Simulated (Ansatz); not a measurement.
Mulliken charges of F₃HOSi, SMILES `O[Si](F)(F)F` from ωB97M-V/def2-TZVPP in Ansatz (PBE0-D4/def2-TZVP geometry).

| atom | x (Å) | y (Å) | z (Å) | charge (e) |
| --- | --- | --- | --- | --- |
| O1 | -0.220 | 0.532 | 1.122 | -0.338 |
| Si2 | 0.218 | -0.093 | -0.289 | 0.988 |
| F3 | -0.639 | 0.464 | -1.483 | -0.281 |
| F4 | 0.076 | -1.659 | -0.321 | -0.281 |
| F5 | 1.718 | 0.281 | -0.527 | -0.279 |
| H6 | -1.111 | 0.411 | 1.451 | 0.191 |

Problem. By hand: the dipole of these point charges (1 e Å = 4.8032 D).

Solution. Σ q r = (-0.244, 0.064, 0.266) e Å, of length 0.367 e Å = 1.76 D.

Problem. How does the dipole of the full density compare? (Estimate.)

Solution. Ansatz gave: (-0.361, 0.020, 0.259) e Å, 2.14 D; the point charges give 0.82 times that, at 14° from its direction.

Point charges leave out the atoms' own dipoles, such as those of lone pairs, and Mulliken's split depends on the basis, so the two needn't agree.
